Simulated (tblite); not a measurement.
Compound: C3H11FOSi2.
Cartesian coordinates in Å at the GFN2-xTB level; atoms count from 1:
```
atom  x, y, z in Å
C1     3.4577   -0.2074    0.0850
O2     2.1532   -0.6133   -0.2254
Si3    0.7514   -0.0005    0.2874
F4     0.7979    1.6027    0.0553
C5    -0.5400   -0.8142   -0.8202
C6    -1.9777   -0.6707   -0.3191
Si7   -2.6464    1.1101   -0.3332
H8     3.5574    0.8753   -0.0035
H9     4.1355   -0.6954   -0.6156
H10    3.7142   -0.5036    1.1041
H11    0.5553   -0.0970    1.7278
H12   -0.4710   -0.3928   -1.8260
H13   -0.2999   -1.8757   -0.9191
H14   -2.6286   -1.2929   -0.9397
H15   -2.0471   -1.0780    0.6917
H16   -4.0747    1.0532   -0.0030
H17   -2.4883    1.6750   -1.6756
H18   -1.9576    1.9314    0.6586
```

Computed values, GFN2-xTB/tblite, gas phase, harmonic and unscaled. Errors from tens to a few hundred cm⁻¹ against measured bands are possible. Modes of hydrogen on silicon can be 10 to 20 % off. One conformer, not necessarily the lowest.

Harmonic wavenumbers (cm⁻¹): 29.0, 57.9, 86.7, 95.4, 104.7, 143.5, 162.0, 207.0, 266.4, 302.0, 350.5, 503.3, 549.3, 647.5, 684.8, 700.7, 711.5, 755.8, 780.6, 787.2, 795.5, 801.1, 830.2, 840.5, 1080.6, 1083.4, 1128.0, 1134.1, 1157.9, 1166.3, 1290.1, 1312.7, 1411.8, 1476.9, 1477.6, 1482.6, 1495.4, 2236.5, 2253.5, 2294.6, 2305.6, 2943.2, 2950.1, 2962.3, 2969.3, 2973.9, 2978.8, 2994.1.

A = 4113, B = 829.2, C = 728.8 MHz; mass 138.033 u (most abundant isotopes); point group C1, symmetry number 1.

Problem. What is the zero-point energy?

Solution. Half the sum of the wavenumbers: 28876 cm⁻¹ = 345.44 kJ/mol.

Problem. Give the ideal-gas entropy at 200 K and 1 bar in the rigid-rotor, harmonic-oscillator model (classical rotation).

Solution. Translation 162.01, rotation 117.40, vibration 108.17: S = 387.6 J/(mol K).

Problem. And Cp and H(200 K) − H(0)?

Solution. Cp = 131.68 J/(mol K), of which vibrations give 98.42 (their classical limit is 48 R = 399.1); H(200 K) − H(0) = 17.67 kJ/mol without the zero-point energy, 11.02 from vibrations.

Problem. Which modes carry the vibrational entropy at 200 K?

Solution. 29.0 cm⁻¹: 21.36; 57.9 cm⁻¹: 15.66; 86.7 cm⁻¹: 12.37; 95.4 cm⁻¹: 11.61; 104.7 cm⁻¹: 10.86; 143.5 cm⁻¹: 8.41 J/(mol K); the other 42 give 27.90 together.

Problem. What must be added to the electronic energy to get the Gibbs energy at 200 K and 1 bar?

Solution. ZPE + [H(200 K) − H(0)] − T·S = 345.44 + 17.67 − 77.52 = 285.59 kJ/mol.

Hindered rotation and anharmonicity are outside this model. Other conformers, if any are populated, would add a mixing term that is left out. The structure is chiral; the term R ln 2 for an equal mix with its mirror image is left out.
